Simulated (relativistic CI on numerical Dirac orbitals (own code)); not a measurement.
# What each ingredient does to the levels of Zn²¹⁺

Base calculation: Dirac-Coulomb-Breit CI, orbitals from a KLI potential per configuration, model QED (radiative potential, 1s self-energy scaled to tabulated hydrogen-like ionisation energies), unscaled Slater integrals.

CI space (outside the closed core 1s2): 2s2 2p5, 2s 2p6, 2p6 3s, 2p6 3p, 2p6 3d, 2s2 2p4 3s, 2s2 2p4 3p, 2s2 2p4 3d, 2s 2p5 3s, 2s 2p5 3p, 2s 2p5 3d, 2s2 2p4 4s, 2s2 2p4 4p, 2s2 2p4 4d, 2s2 2p4 4f, 2s 2p5 4s, 2s 2p5 4p, 2s2 2p3 3s2, 2s2 2p4 5s, 2s 2p5 4d, 2s2 2p4 5p, 2s 2p5 4f, 2s2 2p4 5d, 2s2 2p4 5f, 2s2 2p3 3s 3p, 2s2 2p4 5g, 2s2 2p3 3p2, 2s2 2p3 3s 3d, 2s2 2p3 3p 3d, 2s 2p4 3s2, 2s 2p4 3s 3p, 2s2 2p3 3d2, 2s 2p5 5s, 2s 2p5 5p, 2s 2p5 5d, 2s 2p4 3p2. Levels of other configurations are missing.

The lowest level and the first level of each name with at least 55 % of one term (blank where a level has no safe partner in the second run):

```csv
Level,Base (eV),Shift (eV)
2s2 2p5 2P°_3/2,0.00,0.00
2s2 2p5 2P°_1/2,24.39,0.00
2s 2p6 2S_1/2,169.50,+0.43
2s2 2p4 3s 4P_5/2,1106.09,-0.04
2s2 2p4 3s 2P_3/2,1110.21,+0.01
2s2 2p4 3s 4P_1/2,1120.82,+1.39
2s2 2p4 3s 4P_3/2,1128.95,+0.04
2s2 2p4 3s 2P_1/2,1132.26,+0.22
2s2 2p4 3s 2D_5/2,1140.72,0.00
2s2 2p4 3s 2D_3/2,1141.61,0.00
2s2 2p4 3p 2D°_5/2,1150.75,-0.10
2s2 2p4 3p 4D°_7/2,1151.21,-0.49
2s2 2p4 3p 4D°_3/2,1165.27,+0.75
2s2 2p4 3p 4P°_1/2,1165.39,+0.26
```

At this charge energies of transitions that change n are usually good to better than 1 %, and those within a shell (Δn = 0) to a few per cent.

Q: One thing was changed in a second run, which moved the levels as shown. Which?
A. Breit term removed
B. configuration mixing switched off
C. QED terms removed

A: B. Configuration mixing switched off. Without mixing, levels that were pushed by configurations of the same parity and J return to their single-configuration places.

LS names give the leading component of a level, which can be under half, so a name can repeat, a term be missing and a line seem to break the LS rules.
